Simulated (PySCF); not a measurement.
# How methods differ on the ionisation energy of Hg⁷⁷⁺

Hg⁷⁷⁺ [He] 2s1 [2s1/2^1, M_J = 1/2] → Hg⁷⁸⁺ 1s2, as a difference of total energies. Calculation: PySCF 2.14, in an even-tempered Gaussian basis (16 s from 69 bohr⁻², ratio 2.4; 13 p from 90 bohr⁻², ratio 2.4; 5 d from 280 bohr⁻², ratio 2.6; 4 f from 410 bohr⁻², ratio 2.6); the two-component X2C-1e Hamiltonian. Correlated levels: nothing frozen; the 28 highest virtual spinors dropped. "Screened" scales the spin-orbit matrix elements by Boettger's factors to mimic the two-electron term; Breit and QED terms are absent.

```
                    method  ionisation energy (eV)
 GHF (screened spin-orbit)                 23578.9
GMP2 (screened spin-orbit)                 23579.1
```

For this ion Breit and QED terms and the two-electron picture change, all absent here, outweigh the correlation shift from GHF to GMP2.

For comparison: 23544.1 ± 0.3 eV (theoretical estimate listed by NIST; NIST Atomic Spectra Database, ionization energies).
